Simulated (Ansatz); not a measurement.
Ansatz (an electronic-structure program) job for Bi(Br)(Me)2 (C₂H₆BiBr), SMILES [CH3][Bi]([CH3])[Br], PBE-D3(BJ)/def2-SVP. 

Ansatz 0.2 input:
```yaml
crystal:
  periodic: [false, false, false]
  atoms:
    - {symbol: Bi, position_ang: [-0.61914091, 0.32487140, -0.00000001]}
    - {symbol: Br, position_ang: [2.01159837, -0.10671628, 0.00000000]}
    - {symbol: C, position_ang: [-1.03550545, -1.21074307, 1.64759056]}
    - {symbol: H, position_ang: [-0.74177904, -0.79122046, 2.61920072]}
    - {symbol: H, position_ang: [-2.10990949, -1.44955316, 1.64689640]}
    - {symbol: H, position_ang: [-0.44390234, -2.10939592, 1.42938773]}
    - {symbol: C, position_ang: [-1.03550545, -1.21074311, -1.64759052]}
    - {symbol: H, position_ang: [-0.74177904, -0.79122053, -2.61920069]}
    - {symbol: H, position_ang: [-0.44390234, -2.10939596, -1.42938768]}
    - {symbol: H, position_ang: [-2.10990948, -1.44955320, -1.64689636]}
basis:
  gaussian:
    orbitals: def2-SVP
hamiltonian:
  xc: pbe
  dispersion: d3bj
relax: {f_tol: 0.002, max_steps: 200}
```

Log of the run:

```
WARN ansatz: RAYON_NUM_THREADS=1 ignored (pool sized by the plan → 1); use --threads N
Functional definition: PBE
integrals: 0.06 GiB planned
1285 factors; their error is unknown
mean field: 0.33 GiB planned
mean field evaluation 1: about -78020.1780 eV, gradient 7.8e1 eV
mean field evaluation 2: about -77974.2695 eV, gradient 1.3e2 eV
mean field evaluation 4: about -78036.5337 eV, gradient 9.0e0 eV
mean field evaluation 8: about -78036.8011 eV, gradient 1.9e-1 eV
mean field evaluation 16: about -78036.7110 eV, gradient 1.3e-4 eV
mean field -78036.71099207 eV, -2867.7962337759 hartree, gradient 5.6e-5 eV, S^2 0.000000; 0 other end points of the search recorded, 0 dependent functions left out
the calculation of the forces begins
reference -78036.71102834 eV, -2867.7962351090 hartree; 38, 38 occupied and 78, 78 virtual orbitals, 1285 factors
relax step   1: F+E_penalty+E_count = -78036.96061758 eV  Δ(F+E_penalty+E_count) = +0.000e0 eV  max|allowed force component| = 2.406e-1 eV/Å  Δτ_max = 0.0000 Å  (29 SCF iters, accepted)
these checks for a lower state are left out or cut short: starts, cluster_reference, orbital_swaps, neighbouring_geometries, increment
integrals: 0.06 GiB planned
1285 factors; their error is unknown
mean field: 0.33 GiB planned
mean field -78036.71711314 eV, -2867.7964587213 hartree, gradient 2.4e-5 eV, S^2 0.000000; 0 other end points of the search recorded, 0 dependent functions left out
the calculation of the forces begins
reference -78036.71714947 eV, -2867.7964600562 hartree; 38, 38 occupied and 78, 78 virtual orbitals, 1285 factors
relax step   2: F+E_penalty+E_count = -78036.96598064 eV  Δ(F+E_penalty+E_count) = -5.363e-3 eV  max|allowed force component| = 7.043e-2 eV/Å  Δτ_max = 0.0130 Å  (31 SCF iters, accepted)
these checks for a lower state are left out or cut short: starts, cluster_reference, orbital_swaps, neighbouring_geometries, increment
integrals: 0.06 GiB planned
1285 factors; their error is unknown
mean field: 0.33 GiB planned
mean field evaluation 32: about -78036.7167 eV, gradient 7.0e-4 eV
mean field -78036.71667198 eV, -2867.7964425089 hartree, gradient 2.5e-5 eV, S^2 0.000000; 0 other end points of the search recorded, 0 dependent functions left out
the calculation of the forces begins
reference -78036.71670828 eV, -2867.7964438428 hartree; 38, 38 occupied and 78, 78 virtual orbitals, 1285 factors
relax step   3: F+E_penalty+E_count = -78036.96577523 eV  Δ(F+E_penalty+E_count) = +2.054e-4 eV  max|allowed force component| = 3.923e-2 eV/Å  Δτ_max = 0.0135 Å  (30 SCF iters, rejected (line search))
these checks for a lower state are left out or cut short: starts, cluster_reference, orbital_swaps, neighbouring_geometries, increment
integrals: 0.06 GiB planned
1285 factors; their error is unknown
mean field: 0.33 GiB planned
mean field -78036.71758536 eV, -2867.7964760749 hartree, gradient 2.5e-5 eV, S^2 0.000000; 0 other end points of the search recorded, 0 dependent functions left out
the calculation of the forces begins
reference -78036.71762167 eV, -2867.7964774092 hartree; 38, 38 occupied and 78, 78 virtual orbitals, 1285 factors
relax step   4: F+E_penalty+E_count = -78036.96657428 eV  Δ(F+E_penalty+E_count) = -5.936e-4 eV  max|allowed force component| = 2.455e-3 eV/Å  Δτ_max = 0.0055 Å  (31 SCF iters, accepted)
these checks for a lower state are left out or cut short: starts, cluster_reference, orbital_swaps, neighbouring_geometries, increment
integrals: 0.06 GiB planned
1285 factors; their error is unknown
mean field: 0.33 GiB planned
mean field -78036.71747747 eV, -2867.7964721100 hartree, gradient 1.1e-5 eV, S^2 0.000000; 0 other end points of the search recorded, 0 dependent functions left out
the calculation of the forces begins
reference -78036.71751376 eV, -2867.7964734439 hartree; 38, 38 occupied and 78, 78 virtual orbitals, 1285 factors
relax step   5: F+E_penalty+E_count = -78036.96657693 eV  Δ(F+E_penalty+E_count) = -2.649e-6 eV  max|allowed force component| = 5.282e-3 eV/Å  Δτ_max = 0.0029 Å  (23 SCF iters, accepted)
these checks for a lower state are left out or cut short: starts, cluster_reference, orbital_swaps, neighbouring_geometries, increment
integrals: 0.06 GiB planned
1285 factors; their error is unknown
mean field: 0.33 GiB planned
mean field -78036.71752099 eV, -2867.7964737096 hartree, gradient 1.1e-5 eV, S^2 0.000000; 0 other end points of the search recorded, 0 dependent functions left out
the calculation of the forces begins
reference -78036.71755729 eV, -2867.7964750436 hartree; 38, 38 occupied and 78, 78 virtual orbitals, 1285 factors
relax step   6: F+E_penalty+E_count = -78036.96658011 eV  Δ(F+E_penalty+E_count) = -3.177e-6 eV  max|allowed force component| = 8.418e-4 eV/Å  Δτ_max = 0.0013 Å  (22 SCF iters, accepted)
integrals: 0.06 GiB planned
1285 factors; their error is unknown
mean field: 0.33 GiB planned
mean field evaluation 64: about -78036.7743 eV, gradient 3.6e0 eV
mean field -78036.71752099 eV, -2867.7964737096 hartree, gradient 1.1e-5 eV, S^2 0.000000; 1 other end points of the search recorded, 0 dependent functions left out
the calculation of the forces begins
reference -78036.71755730 eV, -2867.7964750436 hartree; 38, 38 occupied and 78, 78 virtual orbitals, 1285 factors
Total energy: -78036.96661641 eV, -2867.8056277972 hartree
Atom 0 at    -0.608416     0.327095    -0.000000 Å, force    -0.000509     0.000842    -0.000000 eV/Å
Atom 1 at     2.018740    -0.104795     0.000000 Å, force     0.000462    -0.000086    -0.000000 eV/Å
Atom 2 at    -1.035972    -1.209843     1.648601 Å, force     0.000528    -0.000260     0.000634 eV/Å
Atom 3 at    -0.749506    -0.786292     2.629175 Å, force    -0.000239    -0.000038    -0.000429 eV/Å
Atom 4 at    -2.117212    -1.452372     1.638853 Å, force     0.000092    -0.000045    -0.000503 eV/Å
Atom 5 at    -0.437339    -2.114478     1.435162 Å, force    -0.000359    -0.000035     0.000166 eV/Å
Atom 6 at    -1.035972    -1.209843    -1.648601 Å, force     0.000528    -0.000260    -0.000634 eV/Å
Atom 7 at    -0.749506    -0.786292    -2.629175 Å, force    -0.000239    -0.000038     0.000429 eV/Å
Atom 8 at    -0.437339    -2.114478    -1.435162 Å, force    -0.000359    -0.000035    -0.000166 eV/Å
Atom 9 at    -2.117212    -1.452372    -1.638853 Å, force     0.000092    -0.000045     0.000503 eV/Å
Dipole moment:    -0.706574     0.073166    -0.000000 e Å
```

The calculation finished and met its thresholds.
